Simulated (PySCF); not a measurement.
# Radial density of O⁺ (oxygen, charge +1)

M06-2X, [He] 2s2 2p3, high-spin 4S determinant. Computed with PySCF 2.14 in 6-31G*, with no relativity, point nucleus.

```json
{"r (bohr)": "0.00364", "4πr²ρ (e/bohr)": "0.04798", "4πr²(ρα − ρβ)": "0.0001"}
{"r (bohr)": "0.00612", "4πr²ρ (e/bohr)": "0.1325", "4πr²(ρα − ρβ)": "0.0002"}
{"r (bohr)": "0.0103", "4πr²ρ (e/bohr)": "0.3531", "4πr²(ρα − ρβ)": "0.0005"}
{"r (bohr)": "0.0173", "4πr²ρ (e/bohr)": "0.8884", "4πr²(ρα − ρβ)": "0.0013"}
{"r (bohr)": "0.0291", "4πr²ρ (e/bohr)": "2.089", "4πr²(ρα − ρβ)": "0.0034"}
{"r (bohr)": "0.0490", "4πr²ρ (e/bohr)": "4.307", "4πr²(ρα − ρβ)": "0.0086"}
{"r (bohr)": "0.0823", "4πr²ρ (e/bohr)": "7.221", "4πr²(ρα − ρβ)": "0.0259"}
{"r (bohr)": "0.139", "4πr²ρ (e/bohr)": "8.520", "4πr²(ρα − ρβ)": "0.1070"}
{"r (bohr)": "0.233", "4πr²ρ (e/bohr)": "5.922", "4πr²(ρα − ρβ)": "0.4612"}
{"r (bohr)": "0.392", "4πr²ρ (e/bohr)": "3.064", "4πr²(ρα − ρβ)": "1.3624"}
{"r (bohr)": "0.659", "4πr²ρ (e/bohr)": "4.142", "4πr²(ρα − ρβ)": "2.5511"}
{"r (bohr)": "1.11", "4πr²ρ (e/bohr)": "3.729", "4πr²(ρα − ρβ)": "2.0757"}
{"r (bohr)": "1.86", "4πr²ρ (e/bohr)": "0.9136", "4πr²(ρα − ρβ)": "0.5149"}
{"r (bohr)": "3.14", "4πr²ρ (e/bohr)": "0.06967", "4πr²(ρα − ρβ)": "0.0465"}
{"r (bohr)": "5.28", "4πr²ρ (e/bohr)": "2.700e-05", "4πr²(ρα − ρβ)": "0.0000"}
```
